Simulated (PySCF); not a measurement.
Te(Cl)(NMe2) (C2H6ClNTe), SMILES [Te](N(C)C)Cl. Atoms are numbered in the order given.

```xyz
11

Te     0.6835    -0.3681     0.0000
Cl    -1.3531    -1.6689     0.0000
N     -0.0312     1.4955     0.0000
C     -0.6324     2.0085     1.2131
C     -0.6324     2.0085    -1.2131
H     -1.6917     1.7052     1.3215
H     -0.5947     3.1117     1.2009
H     -0.0806     1.6541     2.0937
H     -0.5947     3.1117    -1.2009
H     -1.6917     1.7052    -1.3215
H     -0.0806     1.6541    -2.0937
```

Coordinates come from a PBE0-D3(BJ)/def2-SVP optimisation. The structure was generated by enumeration, and PubChem lists no compound with its InChIKey, so it may never have been made. The def2 effective core potentials stand for the cores of Te; spin–orbit coupling is left out. Other conformers were not sampled.

Calculation: PySCF with HF/def2-TZVP.

ESP charges are fitted to the potential on shells at 1.4 to 2.0 van der Waals radii. Atomic charges (e):

```tsv
atom	Löwdin	ESP fit
Te1	[?]	0.19
Cl2	[?]	-0.23
N3	-0.23	0.05
C4	-0.34	-0.47
C5	-0.34	-0.47
H6	[?]	0.16
H7	[?]	0.17
H8	[?]	0.13
H9	[?]	0.17
H10	[?]	0.16
H11	[?]	0.13
```

**Question.** Fill in the missing entries. (An estimate is asked for; the answer gives what the named calculation found.)

**Answer.** 
- Te1, Löwdin: 0.46
- Cl2, Löwdin: -0.19
- H6, Löwdin: 0.10
- H7, Löwdin: 0.11
- H8, Löwdin: 0.11
- H9, Löwdin: 0.11
- H10, Löwdin: 0.10
- H11, Löwdin: 0.11

Computed Mayer and Wiberg (Löwdin basis) orders of the bonds:
```tsv
bond	Mayer	Wiberg
Te1–Cl2	0.87	1.36
Te1–N3	1.07	1.34
N3–C4	0.91	1.38
N3–C5	0.91	1.38
C4–H6	0.99	0.93
C4–H7	0.98	0.92
C4–H8	0.98	0.92
C5–H9	0.98	0.92
C5–H10	0.99	0.93
C5–H11	0.98	0.92
```
